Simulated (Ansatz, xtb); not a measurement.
**A geometry optimisation of GeH2N2 with r2SCAN-D4/def2-SVP**

The starting geometry of this gas-phase singlet has its atoms placed at random.

```xyz
5

Ge    0.1942    0.1901   -0.7933
N     1.7670   -0.8601    0.2289
N    -0.4478   -1.3849    0.6725
H    -1.1037   -0.6815   -0.4908
H    -1.1018    0.4598    0.3730
```

Problem. One run relaxed it with r2SCAN-D4/def2-SVP. What is a likely outcome?

Solution. It ends as `[N]1=[Ge-][NH2+]1`. Distances that change by over a tenth: Ge1–N2 (2.15 → 1.79 Å). Contacts that open: Ge1–H4 (1.59 → 2.75 Å), Ge1–H5 (1.76 → 2.75 Å). Contacts that close: Ge1–N3 (2.25 → 2.04 Å), N2–N3 (2.32 → 1.49 Å), N3–H4 (1.51 → 1.02 Å), N3–H5 (1.98 → 1.02 Å).

The energy falls by 9.45 eV over 13 steps:

```tsv
step	E − E(last) (eV)
1	9.449
2	6.994
4	2.647
5	2.536
6	1.051
8	0.288
9	0.110
10	0.026
12	0.000
13	0.000
```

Final geometry (Å):

```xyz
5

Ge    0.8743    0.4507   -1.0534
N     0.9389   -0.7801    0.2416
N    -0.5187   -0.5053    0.0860
H    -1.0465   -1.3272   -0.2155
H    -0.9402   -0.1148    0.9316
```

From the same start GFN2-xTB ends elsewhere, differing in Ge1–N3 (2.39 against 2.04 Å here), Ge1–H5 (1.64 against 2.75 Å here), N3–H5 (2.85 against 1.02 Å here).

From so rough a start the end depends on the optimiser's path, so another program may land elsewhere. No frequencies were run, so the end isn't proven a minimum. Run with Ansatz 0.2.0, 14 s on 2 threads of Intel(R) Xeon(R) Platinum 8259CL CPU @ 2.50GHz (Skylake/Cascade Lake), on a shared host.
